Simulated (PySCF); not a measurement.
# Mayer bond orders and bond lengths

Species: C6H12P2S.
SMILES with atom numbers: `[PH2:1][CH2:2][CH2:3][P@:4]1(=[S:5])[CH:6]=[CH:7][CH2:8][CH2:9]1` (hydrogens: H10, H11 on P1; H12, H13 on C2; H14, H15 on C3; H16 on C6; H17 on C7; H18, H19 on C8; H20, H21 on C9)

Cartesian coordinates in Å at the GFN2-xTB level; atoms count from 1:
```
atom  x, y, z in Å
P1     3.668   -0.514   -0.635
C2     2.115   -0.527    0.401
C3     1.047    0.367   -0.213
P4    -0.407    0.436    0.933
S5     0.019    1.042    2.722
C6    -1.249   -1.160    0.746
C7    -2.289   -1.070   -0.073
C8    -2.540    0.249   -0.741
C9    -1.740    1.323    0.001
H10    4.085    0.749   -0.221
H11    4.457   -1.148    0.320
H12    1.755   -1.559    0.450
H13    2.333   -0.194    1.420
H14    1.418    1.391   -0.322
H15    0.729    0.000   -1.192
H16   -0.961   -2.037    1.302
H17   -2.940   -1.899   -0.307
H18   -3.607    0.479   -0.747
H19   -2.220    0.178   -1.785
H20   -2.357    1.823    0.753
H21   -1.328    2.087   -0.660
```

Bond orders from the PBE0/pcSseg-1 density (PySCF). Geometry: GFN2-xTB, one conformer, isolated molecule.

Problem. Where do the orders between heavy atoms depart from those drawn in the SMILES?

Solution. The largest departure is 0.245, at P4–S5 (drawn double, 1.755).

Problem. Give the Mayer order of every bond, beside its length.

Solution. 
```tsv
bond	drawn as	length (Å)	Mayer order
P1–C2	single	1.867	0.982
C2–C3	single	1.522	1.020
C3–P4	single	1.852	0.889
P4–S5	double	1.937	1.755
P4–C6	single	1.814	0.885
C6–C7	double	1.326	1.852
C7–C8	single	1.499	1.032
C8–C9	single	1.531	1.009
C9–P4	single	1.853	0.902
P1–H10	single	1.393	0.950
P1–H11	single	1.392	0.948
C2–H12	single	1.095	0.939
C2–H13	single	1.094	0.924
C3–H14	single	1.095	0.931
C3–H15	single	1.093	0.919
C6–H16	single	1.077	0.961
C7–H17	single	1.080	0.967
C8–H18	single	1.092	0.945
C8–H19	single	1.094	0.929
C9–H20	single	1.094	0.936
C9–H21	single	1.091	0.940
```

Bonds between the same two heavy elements. C–P: lowest P4–C6 (0.885, 1.814 Å), highest P1–C2 (0.982, 1.867 Å); in 3 of the 6 pairs the longer bond (by over 0.003 Å) has the higher order (by 0.02 or more). C–C: lowest C8–C9 (1.009, 1.531 Å), highest C6–C7 (1.852, 1.326 Å).

Problem. Sum the orders of all bonds at each heavy atom with more than one neighbour and set the sums beside the valence in the SMILES.

Solution. P1 2.880 (drawn 3), C2 3.865 (drawn 4), C3 3.759 (drawn 4), P4 4.431 (drawn 5), C6 3.698 (drawn 4), C7 3.851 (drawn 4), C8 3.915 (drawn 4), C9 3.787 (drawn 4). Orders between atoms that aren't bonded are not in these sums.

For a closed shell the Mayer order of atoms A and B is Σ (PS)μν (PS)νμ over the basis functions μ on A and ν on B, with P the density and S the overlap matrix.
